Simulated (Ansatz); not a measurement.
NbS₂⁺, 3 atoms. Hardware: 4 threads of Intel Xeon Platinum 8488C on a shared host.

In the def2 sets Nb takes a core potential; there is no spin–orbit coupling. Correlated methods freeze 10 core orbitals; core or outer-core shells of Nb are correlated, in sets that lack core-valence functions.

(1) How many basis functions does each of these Ansatz runs have, and roughly what does it cost? MP2/def2-TZVP, charge 1 singlet, energy, from earlier orbitals; HSE06-D4/def2-TZVP, charge 1 quintet, energy, from earlier orbitals; PBE0-D4/def2-TZVP, charge 1 singlet, energy and forces, from earlier orbitals; ωB97X-V/def2-TZVP, charge 1 triplet, energy, from earlier orbitals; LDA (SPW92)/def2-TZVP, charge 1 quintet, energy, from earlier orbitals; r2SCAN-D4/def2-TZVP, charge 1 unrestricted singlet, energy, from earlier orbitals; r2SCAN-D4/def2-TZVP, charge 1 quintet, energy, from earlier orbitals; PBE-D4/def2-TZVP, charge 1 singlet, energy, from earlier orbitals; r2SCAN-D4/def2-TZVP, charge 1 triplet, energy, from earlier orbitals; CCSD(T)/def2-TZVPP, charge 1 singlet, energy, from earlier orbitals; PBE0-D4/def2-TZVP, charge 1 triplet, energy, from earlier orbitals; MP2/def2-TZVP, charge 1 triplet, energy, from earlier orbitals.

Results:

(1) Other jobs shared the machine, so times can vary by a factor of up to 3. A dash marks memory too small to be measured apart from the calling script's.

| run | functions | fitting or Cholesky vectors | wall time | peak host memory (GiB) |
| --- | --- | --- | --- | --- |
| LDA (SPW92)/def2-TZVP, charge 1 quintet, energy, from earlier orbitals | 114 | 840 | 0.85 s | – |
| PBE-D4/def2-TZVP, charge 1 singlet, energy, from earlier orbitals | 114 | 840 | 0.86 s | – |
| MP2/def2-TZVP, charge 1 singlet, energy, from earlier orbitals | 114 | 800 | 1.3 s | – |
| MP2/def2-TZVP, charge 1 triplet, energy, from earlier orbitals | 114 | 800 | 1.6 s | – |
| r2SCAN-D4/def2-TZVP, charge 1 triplet, energy, from earlier orbitals | 114 | 840 | 3.4 s | – |
| r2SCAN-D4/def2-TZVP, charge 1 unrestricted singlet, energy, from earlier orbitals | 114 | 840 | 3.5 s | – |
| HSE06-D4/def2-TZVP, charge 1 quintet, energy, from earlier orbitals | 114 | 913 | 3.9 s | – |
| PBE0-D4/def2-TZVP, charge 1 singlet, energy and forces, from earlier orbitals | 114 | 913 | 6 s | – |
| PBE0-D4/def2-TZVP, charge 1 triplet, energy, from earlier orbitals | 114 | 913 | 9.5 s | – |
| CCSD(T)/def2-TZVPP, charge 1 singlet, energy, from earlier orbitals | 140 | 866 | 11 s | 0.65 |
| r2SCAN-D4/def2-TZVP, charge 1 quintet, energy, from earlier orbitals | 114 | 840 | 13 s | – |
| ωB97X-V/def2-TZVP, charge 1 triplet, energy, from earlier orbitals | 114 | 884 | 16 s | 0.56 |
